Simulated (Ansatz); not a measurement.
```xyz
11

C     0.207    1.586   -0.489
Ta   -0.044   -0.412    0.310
N    -0.267   -1.423   -1.123
O    -1.596   -0.391    1.422
O     1.554   -0.852    1.258
H     0.354    2.306    0.325
H    -0.670    1.893   -1.066
H     1.073    1.638   -1.155
H    -0.398   -2.035   -1.909
H    -2.451   -0.811    1.336
H     2.239   -1.498    1.091
```

The species carries charge 0 and has multiplicity 1. Ta takes the def2 core potential.

Problem. List the r2SCAN/def2-TZVPP orbital energies in eV (the Gaussian-basis code of Ansatz). (An estimate is asked.)

Solution. The calculation gave: Occupied: -515.87, -515.87, -384.13, -272.12, -72.74, -39.27, -39.19, -38.84, -25.73, -25.49, -19.48, -17.25, -12.91, -12.88, -10.72, -9.87, -9.84, -9.15, -8.70, -8.54, -8.02, -7.15, -6.51, -6.41. Lowest empty: -0.97, -0.52, -0.03, 0.25, 0.65, 0.79, 1.77, 2.04.
